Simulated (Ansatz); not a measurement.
# Redistribution: 2 C3H5ClSn → C2H2Cl2Sn + C4H8Sn

Species: C3H5ClSn `C#[C][SnH]([CH3])[Cl]`, singlet; C2H2Cl2Sn `C#[C][SnH]([Cl])[Cl]`, singlet; C4H8Sn `C#[C][SnH]([CH3])[CH3]`, singlet. The partners trade CH3 for Cl; both sit on Sn, so the bond types are kept.

Shapes, held fixed at every level: PBE0-D4/def2-TZVP. Programs: Ansatz 0.2.0. Electronic energies: no zero-point or thermal term.

Estimate ΔE of this reaction.

The highest level, CCSD(T)/def2-TZVPP, gives ΔE = +18.4 kJ/mol; the levels span +18.2 to +22.4. The column of differences is taken from that level and isn't an error. No measured value is set beside it here. For atoms past krypton def2 sets carry core potentials with scalar relativity. Outer-core shells of Sn are correlated in most correlated rows, in sets that cover them unevenly.

```tsv
level	kind	ΔE (kJ/mol)	less CCSD(T)/def2-TZVPP
HF/def2-TZVPP	Hartree–Fock	+22.4	+4.0
PBE-D4/def2-TZVPP	GGA	+18.2	-0.2
PBE0-D4/def2-TZVPP	global hybrid	+19.2	+0.8
wB97M-V/def2-TZVPP	range-separated hybrid	+19.1	+0.7
B2PLYP/def2-TZVPP	double hybrid	+19.4	+1.0
CCSD/def2-TZVPP	coupled cluster or CI	+19.1	+0.7
CCSD(T)/def2-TZVPP	coupled cluster or CI	+18.4	0.0
```
